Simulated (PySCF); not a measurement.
Compound: C₅H₆Se.
SMILES: `[se]1ccc(c1)C`

The closed-shell ground state was solved at several levels (PySCF, density fitting, gas phase). Isolated species at its GFN2-xTB geometry, gas phase. Relativistic effects, spin–orbit coupling among them, are left out although an element past zinc is present.

```json
{"level": "PBE0/pcSseg-1", "basis functions": "156", "total energy (Eh)": "-2594.8789", "HOMO (eV)": "-6.63", "LUMO (eV)": "-0.40", "gap (eV)": "6.23", "dipole (D)": "0.77"}
{"level": "CAM-B3LYP/def2-SVPD", "basis functions": "189", "total energy (Eh)": "-2595.2576", "HOMO (eV)": "-7.82", "LUMO (eV)": "0.59", "gap (eV)": "8.41", "dipole (D)": "0.80"}
```

Question: Estimate the row for B3LYP/pcJ-1 (pcSseg-1 on Se), a basis of 236 functions; the other rows only guide the guess.

Answer: Total energy -2595.4737 Eh, HOMO -6.37 eV, LUMO -0.55 eV, gap 5.82 eV, dipole 0.66 D.

Question: Over all these levels, which gives the widest orbital gap and which the narrowest?

Answer: CAM-B3LYP/def2-SVPD (range-separated hybrid) has the widest, 8.41 eV, and B3LYP/pcJ-1 (pcSseg-1 on Se) (global hybrid, 20 % exact exchange) the narrowest, 5.82 eV. Functional and basis both differ between the two, so the spread mixes both effects.

Question: How far do the dipole and the HOMO energy spread over the levels?

Answer: The dipole runs from 0.66 to 0.80 D (mean 0.75 D) and the HOMO from -7.82 to -6.37 eV.
